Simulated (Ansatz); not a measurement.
Coupled-cluster run, CH₃BZn.

```yaml
crystal:
  periodic: [false, false, false]
  atoms:
    - {symbol: B, position_ang: [-0.446133, -0.413197, -0.289047]}
    - {symbol: C, position_ang: [0.041232, 0.707592, 0.396554]}
    - {symbol: Zn, position_ang: [1.380027, -1.683926, -0.764554]}
    - {symbol: H, position_ang: [-1.297271, -1.082069, -0.770249]}
    - {symbol: H, position_ang: [1.058226, 0.956636, 0.666430]}
    - {symbol: H, position_ang: [-0.693981, 1.451064, 0.714668]}
basis:
  gaussian: {orbitals: def2-TZVPP}
correlation: {method: ccsd_t, frozen_orbitals: {B: 1, C: 1, H: 0, Zn: 9}}
output: {orbitals: {seedname: orbitals}}
```

```sh
$ ansatz run in.yaml --threads 2 --pin off --events-out ev --progress --plain --max-ram 4352MiB
```

Output of Ansatz, abridged:

```
Functional definition: HF
1060 factors; integrals over basis functions are off by at most 9.2e-4 eV
mean field evaluation 1: about -50120.9268 eV, gradient 3.4e1 eV
mean field evaluation 2: about -50121.0464 eV, gradient 3.4e1 eV
mean field evaluation 4: about -50124.3249 eV, gradient 4.0e0 eV
mean field evaluation 8: about -50124.3883 eV, gradient 6.4e-1 eV
mean field evaluation 16: about -50124.3919 eV, gradient 2.0e-6 eV
mean field -50124.39189614 eV, -1842.0374266499 hartree, gradient 2.0e-6 eV, S^2 0.000000; 2 other end points of the search recorded, 0 dependent functions left out; unrestricted orbitals would lower it
11 core orbitals not correlated: weight in the atoms' cores, before any rotation towards them, 1.000 or more for the frozen orbitals, at most 0.000 for the correlated occupied ones
reference -50124.39189614 eV, -1842.0374266499 hartree; 11, 11 occupied and 146, 146 virtual orbitals, 1060 factors
second order -21.08368884 eV of doubles, -0.00000000 eV of singles
cycle   1  -19.68722369 eV  change     1.4e0 eV  update   1.2e-1
cycle   2  -20.33822502 eV  change   -6.5e-1 eV  update   4.7e-2
cycle   3  -20.46628716 eV  change   -1.3e-1 eV  update   2.0e-2
cycle   4  -20.43972697 eV  change    2.7e-2 eV  update   5.4e-3
cycle   5  -20.43717160 eV  change    2.6e-3 eV  update   1.9e-3
cycle   6  -20.43936945 eV  change   -2.2e-3 eV  update   7.0e-4
cycle   7  -20.43961783 eV  change   -2.5e-4 eV  update   2.4e-4
cycle   8  -20.43944279 eV  change    1.8e-4 eV  update   9.0e-5
cycle   9  -20.43949169 eV  change   -4.9e-5 eV  update   3.9e-5
cycle  10  -20.43950636 eV  change   -1.5e-5 eV  update   1.5e-5
perturbative correction -0.81089670 eV, -0.0297999042 hartree
Total energy: -50145.64229920 eV, -1842.8183645585 hartree
```

Hardware: 2 threads of an Arm Neoverse V1 on a shared host. Wall time 29 s, peak host memory 1.4 GiB.

The correlation energy is -21.250 eV, 3.8 % of it from (T); the T1 diagnostic reads 0.0150.
